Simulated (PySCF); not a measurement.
# Excited states of C²⁺ (carbon, charge +2)

Ground state [He] 2s2, ¹S. Computed with PySCF 2.14 in x2c-SVPall with two added diffuse shells of s type (5s2p1d, 16 functions), with scalar relativity by spin-free X2C-1e. Vertical excitation energies in eV without spin-orbit coupling; excited terms of each kind are numbered among those the solver found. Frozen: nothing.

```tsv
term	leading excitation	EOM-EE-CCSD
1 3P°	2s → p	6.121
1 1P°	2s → p	12.608
1 3S	2s → s	29.321
1 1S	2s → s	30.403
```

Only the lower part of the computed list is shown. Doubly excited terms such as np² are absent. The solver can miss terms. Rydberg members are limited by the diffuse functions of the basis.
